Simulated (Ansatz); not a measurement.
The same molecule with X = B, Al, Ga. Ansatz, PBE0-D4/def2-TZVP geometries, multiplicity 1.

Elements past krypton have def2 core potentials. Scalar relativity is left out up to krypton.

| X | molecule | mean X–H bond length / Å | mean X–Sn bond length / Å | HOMO–LUMO gap (PBE0/def2-TZVPP) / eV | HOMO energy (PBE0/def2-TZVPP) / eV | HOMO energy (PBE/def2-TZVPP) / eV |
| --- | --- | --- | --- | --- | --- | --- |
| B | `[BH2][SnH2][CH3]` | 1.195 | 2.247 | 5.28 | -7.71 | -6.59 |
| Ga | `[CH3][SnH2][GaH2]` | 1.575 | 2.622 | 5.02 | -7.16 | -6.16 |

**Question.** Give the row for X = Al, `[CH3][SnH2][AlH2]`. (An estimate is asked.)

**Answer.** The calculation gave: 
```json
{"X": "Al", "molecule": "`[CH3][SnH2][AlH2]`", "mean X–H bond length / Å": "1.590", "mean X–Sn bond length / Å": "2.662", "HOMO–LUMO gap (PBE0/def2-TZVPP) / eV": "5.03", "HOMO energy (PBE0/def2-TZVPP) / eV": "-7.16", "HOMO energy (PBE/def2-TZVPP) / eV": "-6.15"}
```

From B to Ga the mean X–H bond length isn't monotonic: highest at Al, lowest at B; the mean X–Sn bond length isn't monotonic: highest at Al, lowest at B; the HOMO–LUMO gap (PBE0/def2-TZVPP) falls at each step, by 0.26 eV in all; the HOMO energy (PBE0/def2-TZVPP) isn't monotonic: highest at Al, lowest at B; the HOMO energy (PBE/def2-TZVPP) isn't monotonic: highest at Al, lowest at B.
